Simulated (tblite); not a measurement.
Species: C6H8FOS (doublet state).
Atom-mapped SMILES: `[CH2:1]=[CH:2][C@H:3]1[CH:4][S@@:5](=[O:6])[C@H:7]([F:8])[CH2:9]1` (hydrogens: H10, H11 on C1; H12 on C2; H13 on C3; H14 on C4; H15 on C7; H16, H17 on C9)

Computed geometry: GFN2-xTB, gas phase. This method treats the open shell by occupation alone, without spin polarisation.

(1) List the bond lengths, angles and torsions at this level.

Answers

(1) 
```
  bond  length (Å)
 C1=C2       1.319
 C2–C3       1.514
 C3–C4       1.480
 C4–S5       1.749
 S5=O6       1.462
 S5–C7       1.898
 C7–F8       1.364
 C7–C9       1.514
 C3–C9       1.534
C1–H10       1.078
C1–H11       1.076
C2–H12       1.080
C3–H13       1.097
C4–H14       1.073
C7–H15       1.094
C9–H16       1.091
C9–H17       1.092
```

A selection of angles:
```
   angle  degrees
C1–C2–C3    124.0
C2–C3–C4    107.1
C2–C3–C9    111.6
C4–C3–C9    106.8
C3–C4–S5    116.5
C4–S5–O6    109.6
C4–S5–C7     87.9
O6–S5–C7    109.3
S5–C7–F8    109.2
S5–C7–C9    104.5
F8–C7–C9    111.7
C3–C9–C7    107.4
```

Torsions: C1–C2–C3–C4 112° (anticlinal); C2–C3–C4–S5 115° (anticlinal); C3–C4–S5–O6 -127° (anticlinal); C4–S5–C7–F8 154° (antiperiplanar); S5–C7–C9–C3 -43° (synclinal); C2–C3–C9–C7 -86° (synclinal).

C1 (carbon bonded to C and 2 H) is planar (angles 121.9°, 121.7° and 116.4°, sum 360.0°, 0.00 Å off the plane of its three neighbours). The C–C distances run from 1.319 Å (C1=C2, drawn double) to 1.534 Å (C3–C9, drawn single), a spread of 0.215 Å. The 2 C–S bonds span 1.749 Å (C4–S5, drawn single in one of several resonance forms) to 1.898 Å (S5–C7, drawn single), a spread of 0.149 Å. C4 (carbon bonded to C, S and H) is planar (angles 122.6°, 120.6° and 116.5°, sum 359.7°, 0.04 Å off the plane of its three neighbours). C2 (carbon bonded to 2 C and H) is planar (angles 124.0°, 120.9° and 115.1°, sum 360.0°, 0.01 Å off the plane of its three neighbours). Of the pairs four or more bonds apart, H10···H13 is among the closest relative to their van der Waals radii: 2.40 Å, 100 % of the sum of Bondi's values. The 5-membered ring C3–C4–S5–C7–C9 has internal angles of 87.9° to 116.5° (sum 523°, against 540° for a flat polygon); it is puckered, 0.19 Å rms from its mean plane, widest ring torsion 43°.

Point group: C1 (no symmetry element, even within 0.4 Å). Its GFN2-xTB frequencies are all real (lowest 42 cm⁻¹). 3 starts were optimised and ended at 0.00, 0.01 and 0.47 kcal/mol (GFN2-xTB); the lowest of these is shown.

One conformer stands for the species.
